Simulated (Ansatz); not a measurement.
`FC#C[SiH3]` + HBr → `[SiH3]Br` + `C#CF` at 400 K and 1 bar (ligand exchange at the Si–C bond).

Program: Ansatz. Geometries: PBE0-D4/def2-TZVP. ΔE: electronic, gas phase. CCSD(T)/CBS is the MP2 limit (def2-TZVPP, def2-QZVPP) plus CCSD(T) − MP2 in def2-TZVPP, frozen cores. This one scheme is used for every species. For Br outer-core shells are correlated without core-valence functions, which leaves a few kJ/mol of doubt a bond. Scalar relativity is left out up to krypton.

| species | CCSD(T)/CBS energy (Eh) | H − E (kJ/mol) | S (J/(mol·K)) |
| --- | --- | --- | --- |
| `FC#C[SiH3]` | -466.68020 | 122.1 | 317.0 |
| HBr | -2573.91920 | 27.6 | 207.2 |
| `[SiH3]Br` | -2864.23411 | 85.1 | 279.6 |
| `C#CF` | -176.38388 | 70.6 | 244.8 |

H − E and S are ideal-gas, rigid-rotor, harmonic terms from PBE0-D4/def2-TZVP. 1 Eh = 2625.50 kJ/mol, R = 8.31446 J/(mol·K).

**Question.** By hand: ΔE, ΔH, ΔS and ΔG.

**Answer.** ΔE = (-2864.23411) + (-176.38388) − (-466.68020) − (-2573.91920) = -0.01859 Eh = -48.8 kJ/mol. Δ(H − E) = 85.1 + 70.6 − 122.1 − 27.6 = 6.0, so ΔH = -42.8 kJ/mol. ΔS = 279.6 + 244.8 − 317.0 − 207.2 = 0.2 J/(mol·K). ΔG = -42.8 − 400 × (0.2)/1000 = -42.9 kJ/mol.

**Question.** By hand: the equilibrium constant, and the temperature at which ΔG would vanish if ΔH and ΔS stayed fixed.

**Answer.** log₁₀ K = −ΔG/(RT ln 10) = 5.6. ΔH and −TΔS have one sign here, so there is no such temperature.

The number of gas molecules stays the same, so ΔS is small and ΔH decides. A doubt of 5 kJ/mol in ΔE shifts log₁₀ K by 0.7 here. These are equilibria of isolated gas molecules and say nothing of rates. Largest T1 diagnostic: 0.013 (customary marks: 0.02 for closed shells, 0.045 for open ones).

ΔS is within the doubt of such terms, so its sign, and with it that verdict, could turn.
